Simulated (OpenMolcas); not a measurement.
Mo⁴⁺: effect of the level shift or regulariser

| Quantity | Value |
| --- | --- |
| Program | OpenMolcas 26.06 |
| Basis | ANO-R1 [6s4p3d1f] |
| Scalar Hamiltonian | X2C, finite nucleus |
| Active space | 2 electrons in 5 orbitals (4d) |
| State averaging | 2S+1 = 3 even, 10 roots; 2S+1 = 1 even, 15 roots |
| Spin-orbit coupling | RASSI with atomic mean-field integrals over the reference wave functions, term energies averaged over their components |

Methods on the same reference wave functions:
A. CASSCF
B. SS-CASPT2, IPEA 0.25 Eh, imaginary shift 0.1 Eh (closed shells correlated: 4s 4p)
C. SS-CASPT2, IPEA 0.25 Eh, sigma2 regulariser 0.3 Eh (closed shells correlated: 4s 4p)

Energies in cm-1 above 4d2 3F2, the measured ground level; measured values from Sugar and Musgrove, J. Phys. Chem. Ref. Data 17, 155 (1988).

| Level | A | B | C | Measured |
| --- | --- | --- | --- | --- |
| 4d2 3F2 | 0.0 | 0.0 | 0.0 | 0.0 |
| 4d2 3F3 | 1469 | 1498 | 1498 | 1578 |
| 4d2 3F4 | 3188 | 3210 | 3210 | 3357 |
| 4d2 1D2 | 12587 | 10480 | 10480 | 10190 |
| 4d2 3P0 | 13670 | 11730 | 11730 | 11161 |
| 4d2 3P1 | 14261 | 12340 | 12340 | 11807 |
| 4d2 3P2 | 15773 | 13810 | 13810 | 13408 |
| 4d2 1G4 | 19055 | 17400 | 17400 | 16354 |
| 4d2 1S0 | 44771 | 39080 | 39080 | 37738 |

Deviations, from unrounded energies. A percentage is the sum of absolute deviations over the sum of measured energies, with the sign that they share, or ± where signs differ.

| Against measurement | Levels | A | B | C |
| --- | --- | --- | --- | --- |
| mean absolute deviation (cm-1) | 8 | 2500 | 550 | 550 |
| fine structure of the ground term (%) | 2 | -5.7 | -4.6 | -4.6 |
| other terms of the ground configuration (%) | 6 | +19.3 | +4.2 | +4.2 |

B, C lie about equally close to measurement and A furthest from it. The largest miss of B in the table is 4d2 1S0, by +1300 cm-1. The ranking rests on the paired levels alone, and a cruder setting can come out closer through cancelling errors.

Between B and C no level of the table moves by more than 5 cm-1.

The two smallest mean deviations differ by little beside CASPT2's spread within terms, so their order carries little weight.

From A to B the spin-free energies of the other terms of 4d2 shown, above 3F, scale by factors of 0.80 to 0.90, as is usual when dynamic correlation screens the repulsion within a d or f shell.

The lowest spin-free term lies below A's lowest term by 0.151 hartree in B, 0.151 hartree in C.

CASPT2 breaks the degeneracy within a term, and the mean is taken; among the terms shown or strongly mixed into the levels shown the widest spread is 440 cm-1 (4d2 3F, C). The basis is small and was not contracted for so high a charge. Without dynamic correlation excited terms often stand tens of per cent too high (terms of higher spin than the ground term too low), and those without a measured partner can miss by more than the paired ones (holds for A). Computed and measured levels are paired by configuration, term and J; levels that our copy of the source lacks, or whose pairing is in doubt (as where it misses far off the trend of its configuration), stay unpaired and out of the deviations. Only configurations of the active space appear.
